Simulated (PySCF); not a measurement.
Dipole response of Os²⁺ (osmium, charge +2)

[Xe] 4f14 5d6, high-spin 5D determinant. Calculation: PySCF 2.14, in aug-cc-pwCVTZ-PP with ECP60MDF; a scalar-relativistic core potential. Coupled (time-dependent) response in atomic units; α is the mean over directions.

```json
{"method": "PW91", "mean α (bohr³)": "11.70", "α xx, yy, zz": "11.92, 11.92, 11.26", "C₆ (like pair)": "74.39", "S(−4)": "42.82"}
```

S(−4) is the Cauchy moment in α(ω) = α(0) + S(−4) ω² + …

Spin-orbit coupling is absent.

α(iu) at PW91:

```
u (hartree)  α(iu) (bohr³)
          0          11.70
     0.0500          11.60
      0.100          11.30
      0.200          10.33
      0.300          9.214
      0.500          7.264
      0.750          5.542
       1.00          4.361
       1.50          2.889
       2.00          2.039
       3.00          1.153
       5.00         0.5006
```

For an ion, C₆ is the dispersion term alone; charge-induced terms of lower order in 1/R come first.

The components differ because the open shell of this determinant is not spherical; for a pure term their mean is the scalar polarisability.

Energies and moments cover only the electrons outside the core potential. Spin-orbit coupling, absent here, splits the open shell strongly.
